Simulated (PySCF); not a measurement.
```xyz
7

C      1.6676    -0.3929     0.0720
C      0.4999    -0.1310    -0.0014
C     -0.9185     0.1629    -0.0937
F     -1.1644     1.5118     0.0606
H      2.7055    -0.6201     0.1380
H     -1.3063    -0.1427    -1.0703
H     -1.4684    -0.3731     0.6859
```

Charge 0, multiplicity 1.

### Question
Give the Mulliken and meta-Löwdin atomic charges from ωB97X-D3(BJ)/def2-TZVP // PBE0-D3(BJ)/def2-TZVP run with PySCF.

### Answer

```
atom  Mulliken (e)  meta-Löwdin (e)
----  ------------  ---------------
C1           -0.08            -0.18
C2           -0.11            -0.05
C3           -0.03             0.10
F4           -0.22            -0.32
H5            0.19             0.17
H6            0.12             0.13
H7            0.12             0.13
```
